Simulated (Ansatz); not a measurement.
Correlation energies of F2H3Si2 (`F[SiH][SiH2]F`) radical by basis set

```
atom    x (Å)    y (Å)    z (Å)
  F1  -0.1144  -0.0697   2.4031
 Si2  -0.6889   0.6229   1.0673
 Si3   0.1926  -0.4900  -0.8092
  F4  -0.6448   0.0204  -2.0794
  H5  -0.3643   2.0769   1.1569
  H6   1.6273  -0.2074  -1.0790
  H7  -0.0075  -1.9530  -0.6597
```

Charge 0, multiplicity 2. Geometry: relaxed with PBE0-D4/def2-TZVP. It is one conformer, not always the lowest. Frozen core, unrestricted reference, Ansatz 0.2.0. CBS rows extrapolate triple and quadruple zeta; past MP2 they add the triple-zeta difference.

```
     basis     HF (Eh)  MP2 corr.
  def2-SVP  -778.20610   -0.54139
def2-TZVPP  -778.68507   -0.71554
def2-QZVPP  -778.71344   -0.78242
```

(1) Estimate the CCSD correlation energy and the (T) correction in each basis where they were run (hartree).

## Answers

(1) 
| basis | CCSD corr. | (T) |
| --- | --- | --- |
| def2-SVP | -0.57671 | -0.01021 |
| def2-TZVPP | -0.74745 | -0.02231 |
| CBS(def2) | -0.86386 | as TZ |
